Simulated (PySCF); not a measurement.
## Field gradients at the hydrogen positions

Species: C6H6F4.
Cartesian coordinates in Å at the GFN2-xTB level; atoms count from 1:
```
atom  x, y, z in Å
C1    -1.7628    1.6593    0.2829
C2    -1.1300    0.5027    0.0839
C3    -1.8525   -0.7874   -0.1529
C4     0.3282    0.4595    0.0914
F5     0.9266    1.6374    0.3192
C6     1.0937   -0.6196   -0.1037
C7     2.5872   -0.5575   -0.0865
F8     3.1206   -1.7703   -0.3048
F9     3.0934    0.2516   -1.0324
F10    3.0875   -0.1307    1.0849
H11   -2.8370    1.7154    0.2838
H12   -1.2300    2.5795    0.4491
H13   -1.5946   -1.5159    0.6133
H14   -2.9253   -0.6217   -0.1271
H15   -1.5874   -1.2019   -1.1238
H16    0.6749   -1.5914   -0.2886
```

Level: PBE0/pcSseg-1 (PySCF, non-relativistic); Q(2H) = 0.00286 b; rigid geometry, the same for H and D, with no vibrational averaging.

**Question.** What are Vzz, η and χzz (234.96 MHz × Q × Vzz) at all hydrogens?

**Answer.** 
| atom | bonded to | bond length (Å) | Vzz (au) | η | χzz (kHz) |
| --- | --- | --- | --- | --- | --- |
| H11 | C1 | 1.076 | 0.3369 | 0.05 | 226 |
| H12 | C1 | 1.076 | 0.3316 | 0.04 | 223 |
| H13 | C3 | 1.088 | 0.3105 | 0.02 | 209 |
| H14 | C3 | 1.086 | 0.3155 | 0.04 | 212 |
| H15 | C3 | 1.088 | 0.3103 | 0.02 | 208 |
| H16 | C6 | 1.074 | 0.3365 | 0.12 | 226 |

**Question.** A static deuteron (I = 1) shows a doublet split by (3/2)χ, (3/4)χ(1 + η) and (3/4)χ(1 − η) with the field along z, y and x of the gradient. What are these for H12?

**Answer.** With |χ| = 222.8 kHz and η = 0.042: 334, 174 and 160 kHz, to first order and without motion.

The structure is a single GFN2-xTB conformer in the gas phase; no vibrational or solvent corrections. GFN2-xTB bond lengths can be off by several hundredths of an ångström, more for odd bonds, and the gradients follow them. A larger basis could move these couplings by a tenth or more.

The run behind these numbers computed NMR shieldings as well. The run took 49 s of wall time on an Arm Neoverse N1 with one thread, shared host with 64 logical CPUs at a one-minute load of 40, and the process peaked at 0.84 GiB of memory.
